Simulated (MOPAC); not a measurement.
Job for MOPAC: PM3 on TeS, 2S+1 = 3, a spin state set in the input, which need not be the lowest, a point of a bond scan (R = 2.119 Å).

```
PM3 1SCF PRECISE CHARGE=0 UHF MS=1 THREADS=1
STe

S      0.00000000 1     0.00000000 1     0.00000000 1
Te     0.00000000 1     0.00000000 1     2.11888300 1
```

Program output:

```
*******************************************************************************
 **                                                                           **
 **                              MOPAC v23.2.5                                **
 **                                                                           **
 *******************************************************************************
 ** MOPAC's Digital Object Identifier: https://doi.org/10.5281/zenodo.6511958 **
 **                                                                           **
 ** Please cite the open-source release paper for use of this MOPAC version:  **
 ** J. E. Moussa and J. J. P. Stewart (2026)                                  **
 ** MOPAC: An open-source semiempirical molecular orbital program             **
 ** J. Open Source Softw., 11(119), 8025, https://doi.org/10.21105/joss.08025 **
 *******************************************************************************

                              PM3 CALCULATION RESULTS

 *******************************************************************************
 *  PM3        - The PM3 Hamiltonian to be used
 *  UHF        - UNRESTRICTED HARTREE-FOCK CALCULATION
 *
 *
 *
 *                 CHARGE ON SYSTEM = 0
 *
 *
 *
 *  MS=        - IN MECI, MAGNETIC COMPONENT OF SPIN =  1.0
 *  PRECISE    - TIGHTER CRITERIA TO BE USED
 *  1SCF       - DO 1 SCF AND THEN STOP
 *  THREADS=1  - MULTI-THREADING NOT USED
 *  T=         - A TIME OF 172800.0 SECONDS REQUESTED
 *  DUMP=N     - RESTART FILE WRITTEN EVERY 7200.0 SECONDS REQUESTED
 *******************************************************************************
PM3 1SCF PRECISE CHARGE=0 UHF MS=1 THREADS=1
 STe

   ATOM   CHEMICAL          X               Y               Z
  NUMBER   SYMBOL      (ANGSTROMS)     (ANGSTROMS)     (ANGSTROMS)

     1       S          0.00000000  *   0.00000000  *   0.00000000  *
     2      Te          0.00000000  *   0.00000000  *   2.11888300  *



          CARTESIAN COORDINATES

    NO.       ATOM           X           Y           Z

     1         S          0.0000      0.0000      0.0000
     2        Te          0.0000      0.0000      2.1189

  S: (PM3): J. J. P. STEWART, J. COMP. CHEM. 10, 209 (1989).
 Te: (PM3): J. J. P. STEWART, J. COMP. CHEM. 12, 320-341 (1991).

           Empirical Formula: S Te  =     2 atoms



      MOLECULAR POINT GROUP   :   C*v


          UHF CALCULATION, NO. OF ALPHA ELECTRONS =    7
                           NO. OF BETA  ELECTRONS =    5

 -------------------------------------------------------------------------------
 PM3 1SCF PRECISE CHARGE=0 UHF MS=1 THREADS=1
 STe



     1SCF WAS SPECIFIED, SO BFGS WAS NOT USED
     SCF FIELD WAS ACHIEVED


                              PM3 CALCULATION
                                                       MOPAC v23.2.5 Linux




          FINAL HEAT OF FORMATION =         32.63349 KCAL/MOL =     136.53852 KJ/MOL


          COSMO AREA              =         95.94 SQUARE ANGSTROMS
          COSMO VOLUME            =         83.65 CUBIC ANGSTROMS

          IONIZATION POTENTIAL    =          9.853781 EV
          ALPHA SOMO LUMO (EV)    =         -9.854 -2.059
          BETA  SOMO LUMO (EV)    =        -10.628 -1.860
          NO. OF ALPHA ELECTRONS  =          7
          NO. OF BETA  ELECTRONS  =          5
          MOLECULAR WEIGHT        =        159.6600         POINT GROUP:  C*v

          MOLECULAR DIMENSIONS (Angstroms)

            Atom       Atom       Distance
           Te     2    S     1     2.11888
           Te     2    S     1     0.00000
            S     1   Te     2     0.00000


          SCF CALCULATIONS        =          1





   ATOM   CHEMICAL          X               Y               Z
  NUMBER   SYMBOL      (ANGSTROMS)     (ANGSTROMS)     (ANGSTROMS)

     1       S          0.00000000  *   0.00000000  *   0.00000000  *
     2      Te          0.00000000  *   0.00000000  *   2.11888300  *

                             CARTESIAN COORDINATES

   1    S        0.000000000     0.000000000     0.000000000
   2   Te        0.000000000     0.000000000     2.118883000


           Empirical Formula: S Te  =     2 atoms



      MOLECULAR POINT GROUP   :   C*v


          ALPHA EIGENVALUES
 -27.57341 -13.93405 -13.48561 -13.48561 -10.62239  -9.85378  -9.85378  -2.05881


           BETA EIGENVALUES
 -21.85872 -11.89966 -10.69059 -10.69059 -10.62818  -1.85980  -1.85980   0.33230


              NET ATOMIC CHARGES AND DIPOLE CONTRIBUTIONS

  ATOM NO.   TYPE          CHARGE      No. of ELECS.   s-Pop       p-Pop
    1          S          -0.233144        6.2331     1.95306     4.28008
    2         Te           0.233144        5.7669     1.55683     4.21003
 DIPOLE           X         Y         Z       TOTAL
 POINT-CHG.     0.000     0.000     2.373     2.373
 HYBRID         0.000     0.000     0.632     0.632
 SUM            0.000     0.000     3.005     3.005


          ATOMIC ORBITAL ELECTRON POPULATIONS

     Atom    s        px        py        pz
    1  S   1.95306   1.28786   1.28786   1.70435
    2 Te   1.55683   1.71214   1.71214   0.78576


                    (SZ)    =    1.000000
                    (S**2)  =    2.731294


          ATOMIC ORBITAL SPIN POPULATIONS

    Atom   Total    s     px     py     pz
         Atomic
    1  S  1.6075  0.013  0.712  0.712  0.170
    2 Te  0.3925  0.137  0.288  0.288 -0.320

 **********************
 *                    *
 * JOB ENDED NORMALLY *
 *                    *
 **********************




 == MOPAC DONE ==
```

The run finished. Its determinant has ⟨S²⟩ = 2.73, a mixture of spin states.

Cost: roughly 0.020 core-seconds.
